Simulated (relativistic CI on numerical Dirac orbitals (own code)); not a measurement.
# Ta28+: sensitivity of the levels to the model

Base calculation: Dirac-Coulomb-Breit CI, KLI orbitals optimised for each configuration, model QED (radiative potential, 1s self-energy scaled to tabulated hydrogen-like ionisation energies), unscaled Slater integrals.

Configuration list (outside the closed core [Ar] 3d10): 4s2 4p6 4d9, 4s2 4p5 4d10, 4s2 4p6 4d8 4f, 4s 4p6 4d10, 4s2 4p5 4d9 4f, 4s 4p6 4d9 4f, 4s2 4p6 4d8 5s, 4s2 4p6 4d8 5p, 4s2 4p6 4d7 4f 5s, 4s2 4p6 4d8 5d, 4s2 4p5 4d9 5s, 4s2 4p6 4d7 5s 5p, 4s2 4p6 4d8 5f, 4s2 4p5 4d9 5p, 4s2 4p6 4d8 5g, 4s2 4p6 4d8 6s, 4p6 4d10 4f, 4s 4p6 4d8 4f 5s, 4s2 4p6 4d8 6p, 4s2 4p5 4d9 5d, 4s 4p6 4d9 5s, 4p6 4d9 4f2, 4p5 4d10 4f2, 4p6 4d8 4f3, 4p5 4d9 4f3, 4p6 4d8 4f2 5s, 4s2 4p6 4d7 5s2, 4s2 4p6 4d6 4f 5s2, 4s2 4p5 4d7 4f 5s2, 4s 4p6 4d7 4f 5s2. Double excitations out of closed p, d and f shells are left out; levels of such configurations are missing from the list, as are those of other unlisted configurations, and high levels can miss mixing partners. These lack a partner that the ground configuration has and come out too high: 4s2 4p6 4d8 5p, 4s2 4p6 4d8 5d, 4s2 4p5 4d9 5s, 4s2 4p6 4d8 5f, 4s2 4p5 4d9 5p.

Variants: (1) QED terms removed; (2) only the first 3 configurations. Shifts of the energy above 4s2 4p6 4d9 2D_5/2, in cm⁻¹, for the lowest level and the first level of each name with at least 55 % of one term (blank where a level changes its place among those of its configuration and J or its character, or is not in the variant):

| Level | Base | Δ(1) | Δ(2) |
| --- | --- | --- | --- |
| 4s2 4p6 4d9 2D_5/2 | 0 | 0 | 0 |
| 4s2 4p6 4d9 2D_3/2 | 122855 | -321 | -731 |
| 4s2 4p5 4d10 2P°_3/2 | 1411584 | +822 | -5781 |
| 4s2 4p6 4d8 4f 4F°_9/2 | 1528063 | +95 | -13692 |
| 4s2 4p6 4d8 4f 4I°_15/2 | 1547486 | +57 | -14013 |
| 4s2 4p6 4d8 4f 4H°_13/2 | 1562221 | +56 | -13472 |
| 4s2 4p6 4d8 4f 4F°_3/2 | 1611351 | -122 | -13597 |
| 4s2 4p6 4d8 4f 4I°_11/2 | 1652127 | -146 | -13892 |
| 4s2 4p6 4d8 4f 2K°_13/2 | 1667414 | -185 | -13980 |
| 4s2 4p6 4d8 4f 2D°_5/2 | 1676514 | -173 | -13229 |
| 4s2 4p6 4d8 4f 2K°_15/2 | 1695501 | -252 | -14020 |
| 4s2 4p6 4d8 4f 4D°_5/2 | 1726902 | -181 | -13114 |
| 4s2 4p6 4d8 4f 2I°_11/2 | 1737048 | -148 | -13937 |

At this charge energies of transitions that change n are usually good to better than 1 %, and those within a shell (Δn = 0) to a few per cent.

Ionisation energy from the two ground configurations alone: base 1110.13 eV. The NIST ASD value (theoretical) is 1110 eV.

LS names give the leading component of a level, which can be under half, so a name can repeat, a term be missing and a line seem to break the LS rules.
